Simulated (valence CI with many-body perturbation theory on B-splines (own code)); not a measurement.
Values are calculated unless marked as measured or tabulated.
Level structure of Pt LXIV

Level of theory: relativistic CI+MBPT: five valence electrons over a frozen Dirac-Fock core [Ne], radial functions for each j: 9 s, 9 p, 8 d, 6 f, 3 g, 1 h, with the one-electron correlation potential Σ1, the two-electron term Σ2, the three-electron term Σ3, Breit, model QED; selected CI, second order for the rest, scaled by the run's own slope (own B-spline code, finite nucleus).

No measured spectrum was set against this ion. As an estimate, large intervals hold to a few tenths of a per cent, small ones and those within an open d or f shell to about a per cent. Among the levels kept, up to 1200 cm⁻¹ of a level comes from second order outside the variational space, and about a tenth of that is noise between levels of different J, which matters for small intervals.

Levels 1 to 33 of 33, with energies above the lowest level, (3s^2 3p1/2^2 3p3/2) J=3/2. "Leading %" is the weight of the configuration and term that name the level; weights of strongly mixed levels are sums over their largest components and can fall short, so below about 35 % the name and the second component can differ from the true leading terms, or belong to a minority configuration. In the jj column 3d3/2^4 stands for four electrons in 3d with j = 3/2.

| No. | Configuration | Term | J | E (eV) | Leading % | Leading jj | g |
| --- | --- | --- | --- | --- | --- | --- | --- |
| 1 | 3s²3p³ | ²P° | 3/2 | 0.00 | 48 | 3s^2 3p1/2^2 3p3/2 (100 %) | 1.336 |
| 2 | 3s²3p²3d | ²D | 3/2 | 245.81 | 42 | 3s^2 3p1/2^2 3d3/2 (100 %) | 0.777 |
| 3 | 3s²3p²3d | ²D | 5/2 | 364.10 | 34 | 3s^2 3p1/2^2 3d5/2 (99 %) | 1.191 |
| 4 | 3s²3p³ | ⁴S° | 3/2 | 442.97 | 55 | 3s^2 3p1/2 3p3/2^2 (99 %) | 1.452 |
| 5 | 3s²3p³ | ²D° | 5/2 | 455.42 | 99 | 3s^2 3p1/2 3p3/2^2 (99 %) | 1.184 |
| 6 | 3s²3p³ | ²P° | 1/2 | 471.92 | 99 | 3s^2 3p1/2 3p3/2^2 (99 %) | 0.645 |
| 7 | 3s3p⁴ | ⁴P | 5/2 | 632.95 | 66 | 3s 3p1/2^2 3p3/2^2 (93 %) | 1.453 |
| 8 | 3s3p⁴ | ²P | 3/2 | 663.96 | 32 | 3s 3p1/2^2 3p3/2^2 (65 %) | 1.143 |
| 9 | 3s3p⁴ | ²S | 1/2 | 666.81 | 54 | 3s 3p1/2^2 3p3/2^2 (84 %) | 2.016 |
| 10 | 3s²3p²3d | ⁴F | 5/2 | 685.77 | 47 | 3s^2 3p1/2 3p3/2 3d3/2 (98 %) | 0.955 |
| 11 | 3s²3p²3d | ⁴D | 1/2 | 689.45 | 79 | 3s^2 3p1/2 3p3/2 3d3/2 (99 %) | 0.221 |
| 12 | 3s²3p²3d | ⁴F | 3/2 | 689.94 | 32 | 3s^2 3p1/2 3p3/2 3d3/2 (90 %) | 0.901 |
| 13 | 3s²3p²3d | ²G | 7/2 | 698.87 | 54 | 3s^2 3p1/2 3p3/2 3d3/2 (98 %) | 1.015 |
| 14 | 3s²3p²3d | ²D | 5/2 | 730.94 | 37 | 3s^2 3p1/2 3p3/2 3d3/2 (94 %) | 1.149 |
| 15 | 3s²3p²3d | ²P | 1/2 | 742.52 | 38 | 3s^2 3p1/2 3p3/2 3d3/2 (87 %) | 1.658 |
| 16 | 3s²3p²3d | ²D | 3/2 | 743.79 | 26 | 3s^2 3p1/2 3p3/2 3d3/2 (75 %) | 1.210 |
| 17 | 3s²3p²3d | ⁴D | 7/2 | 789.89 | 48 | 3s^2 3p1/2 3p3/2 3d5/2 (100 %) | 1.300 |
| 18 | 3s²3p²3d | ²G | 9/2 | 803.60 | 63 | 3s^2 3p1/2 3p3/2 3d5/2 (99 %) | 1.177 |
| 19 | 3s²3p²3d | ²P | 3/2 | 803.82 | 46 | 3s^2 3p1/2 3p3/2 3d5/2 (97 %) | 1.325 |
| 20 | 3s²3p²3d | ²F | 5/2 | 807.48 | 38 | 3s^2 3p1/2 3p3/2 3d5/2 (98 %) | 1.111 |
| 21 | 3s²3p²3d | ²D | 5/2 | 827.98 | 41 | 3s^2 3p1/2 3p3/2 3d5/2 (96 %) | 1.279 |
| 22 | 3s²3p²3d | ²F | 7/2 | 829.99 | 64 | 3s^2 3p1/2 3p3/2 3d5/2 (98 %) | 1.124 |
| 23 | 3s²3p²3d | ²D | 3/2 | 839.28 | 60 | 3s^2 3p1/2 3p3/2 3d5/2 (98 %) | 0.932 |
| 24 | 3s²3p²3d | ²P | 1/2 | 843.27 | 55 | 3s^2 3p1/2 3p3/2 3d5/2 (97 %) | 1.222 |
| 25 | 3s3p³3d | ⁴D° | 5/2 | 874.49 | 29 | 3s 3p1/2^2 3p3/2 3d3/2 (96 %) | 1.250 |
| 26 | 3s3p³3d | ⁴D° | 3/2 | 876.71 | 27 | 3s 3p1/2^2 3p3/2 3d3/2 (96 %) | 1.241 |
| 27 | 3s3p³3d | ⁴P° | 1/2 | 879.28 | 46 | 3s 3p1/2^2 3p3/2 3d3/2 (97 %) | 2.337 |
| 28 | 3s3p³3d | ²F° | 7/2 | 886.16 | 23 | 3s 3p1/2^2 3p3/2 3d3/2 (95 %) | 1.232 |
| 29 | 3s3p³3d | ²D° | 3/2 | 904.99 | 20 | 3s 3p1/2^2 3p3/2 3d3/2 (80 %) | 1.013 |
| 30 | 3s3p³3d | ²F° | 5/2 | 916.29 | 20 | 3s 3p1/2^2 3p3/2 3d3/2 (74 %) | 0.866 |
| 31 | 3s²3p³ | ²P° | 3/2 | 917.40 | 49 | 3s^2 3p3/2^3 (95 %) | 1.295 |
| 32 | 3s3p³3d | ⁴D° | 1/2 | 921.47 | 42 | 3s 3p1/2^2 3p3/2 3d3/2 (87 %) | 0.551 |
| 33 | 3s²3p3d² | ⁴G° | 5/2 | 947.50 | 39 | 3s^2 3p1/2 3d3/2^2 (74 %) | 0.793 |

The ionisation energy to 3s²3p² ³P0 of the next ion comes out as 6920.2 eV (NIST: 6918 ± 19 eV (theoretical)). All 33 levels together are meant to be complete up to 954.10 eV.
